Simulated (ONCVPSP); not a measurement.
# Reading a pseudo-wave (cadmium)

Columns: radius, all-electron u(r) and pseudo u(r) of the 4p shell (level -68.02 eV) of cadmium in the configuration [Ar] 3d10 4s2 4p6 4d10 5s1.5 5p0.5; PBE, scalar-relativistic, ONCV scheme, ONCVPSP 4.0.1.

```csv
r (bohr),all-electron,pseudo
0.072,0.4123,0.0204
0.145,-0.0801,0.0810
0.217,-0.5534,0.1762
0.290,-0.6112,0.3016
0.362,-0.3588,0.4444
0.435,0.0265,0.5977
0.507,0.4063,0.7457
0.580,0.7244,0.8808
0.652,0.9506,0.9900
0.725,1.0924,1.0690
0.798,1.1591,1.1129
0.870,1.1672,1.1215
0.942,1.1345,1.0994
1.015,1.0736,1.0511
1.088,0.9961,0.9839
1.160,0.9114,0.9059
1.232,0.8244,0.8225
1.305,0.7378,0.7373
1.378,0.6554,0.6553
1.450,0.5797,0.5796
1.522,0.5102,0.5101
1.595,0.4465,0.4464
1.668,0.3893,0.3892
1.740,0.3391,0.3391
1.812,0.2947,0.2947
1.885,0.2552,0.2551
```

(1) How many radial nodes do the two functions have?

(2) At about which radius was the pseudo-wave matched?

(3) Where does each function peak?

(4) Is the pseudo-wave norm-conserving?

Answers

(1) The all-electron 4p function has n − l − 1 = 2; the pseudo-wave has 0, since the states of the same l below it are removed with the core.

(2) 1.45 bohr, where the columns begin to agree (steps of 0.07 bohr).

(3) Outermost all-electron maximum near 0.87 bohr, pseudo maximum near 0.87 bohr (to the table’s step).

(4) Yes: the ONCV scheme keeps the norm inside the radius equal to the all-electron one, which fixes the energy derivative of the logarithmic derivative at the level.
